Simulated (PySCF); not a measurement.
Does the structure fit the spectrum?

A compound C4H7ClO2Si gives the data below (simulated from a calculation) and was assigned the structure `C=C(Cl)O/C=C/O[SiH3]`.

¹³C{¹H} NMR (computed): δ 166.3 (CH), 147.2 (CH), 145.3 (CH), 67.3 (CH2).

¹H NMR (300 MHz, computed): δ 8.05 (s, 1H), 6.61 (m, 1H), 6.51 (m, 1H), 5.51 (d, 2H), 4.77 (d, 2H).

Averaged over atoms made equivalent by symmetry, fast rotation or ring inversion, single conformer, isolated molecule, relativity neglected. GFN2-xTB geometry; NMR shieldings at PBE0/pcSseg-1/GIAO; PySCF.

Shifts are taken against calculated references (same method and geometry level): ¹H (σref 31.72) and ¹³C (σref 186.93) against TMS.

**Question.** Compare with the shifts computed for the proposed structure, pairing carbons in order of shift.

**Answer.** Mapped SMILES: `[CH2:1]=[C:2]([Cl:3])[O:4]/[CH:5]=[CH:6]/[O:7][SiH3:8]` (H(Xn): hydrogen on atom n).

```json
{"atom": "C2", "computed for proposal": "156.5", "given list": "166.3", "difference": "-9.8"}
{"atom": "C6", "computed for proposal": "140.6", "given list": "147.2", "difference": "-6.6"}
{"atom": "C5", "computed for proposal": "133.9", "given list": "145.3", "difference": "-11.4"}
{"atom": "C1", "computed for proposal": "93.7", "given list": "67.3", "difference": "+26.4"}
```

The rms difference is 15.5 ppm and the largest +26.4 ppm at C1 (β carbon of an enol-ether or enamine type C=C). The carbon types in order of shift don't match either: C, CH, CH, CH2 for the proposal against CH, CH, CH, CH2 in the data. The proposal doesn't fit.

**Question.** Which isomer fits?

**Answer.** SMILES O=COC/C=C\[SiH2]Cl.

- Carbon types of the structure: 3 × CH, 1 × CH2, leaving 2 H on heteroatoms.
- δC 166.3: ester carbonyl carbon; it is a carbonyl in resonance with an O or N lone pair, the region of acids, esters and amides.
- δC 147.2, 145.3: alkene CH; an sp2 carbon of a C=C bond.
- δC 67.3: allylic sp3 CH2 bonded to O; pulled downfield by the heteroatom.
- δH 4.77: hydrogen on an allylic sp3 CH2 bonded to O; its carbon carries O, which withdraws density.

The shifts were computed for this structure.

Shifts are as computed. Against solution values, carbons near 30 ppm lie about +3 ppm off and those near 130 ppm about +5 ppm. Of 1309 compounds with measured shifts, 239 miss one by over three times the rms of a fit or turn the order of signals round; such compounds aren't used in these exercises. No couplings were computed; multiplicities are counted from neighbouring protons, with m where these are inequivalent, close in shift, in a saturated or five-membered ring or joined by F or P, and br s for small geminal =CH2 splittings.
